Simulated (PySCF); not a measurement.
Ta(NH)(Cl)2(Me) (CH4Cl2NTa), SMILES [Cl][Ta]([Cl])([CH3])=[NH], multiplicity 1. Geometry: PBE-D3(BJ)/def2-SVP. The spin state was assumed, not searched. The structure was generated by enumeration; whether it is a known compound was not checked. The def2 effective core potentials stand for the cores of Ta; spin–orbit coupling is left out.

Calculation: PBE-D3(BJ)/def2-SVP (PySCF).

Harmonic wavenumbers (cm⁻¹): 91, 118, 132, 160, 193, 215, 372, 386, 523, 528, 531, 561, 645, 975, 1138, 1341, 1348, 2946, 3052, 3061, 3573. Rotational constants (GHz): 2.311, 1.394, 1.177; symmetry number 1.

**Question.** Work out the zero-point energy and the ideal-gas rigid-rotor harmonic-oscillator thermochemistry at 298.15 K and 1 atm.

**Answer.** ZPE = ½ Σ hcν = ½ × 21889 cm⁻¹ = 31.29 kcal/mol. H − E(el) = 37.14 kcal/mol. Entropy in cal/(mol K): translation 42.81, rotation 28.83, vibration 21.39, total 93.03. G − E(el) = 9.40 kcal/mol. Cp = 28.88 cal/(mol K). Modes under 150 cm⁻¹ make the vibrational entropy uncertain.
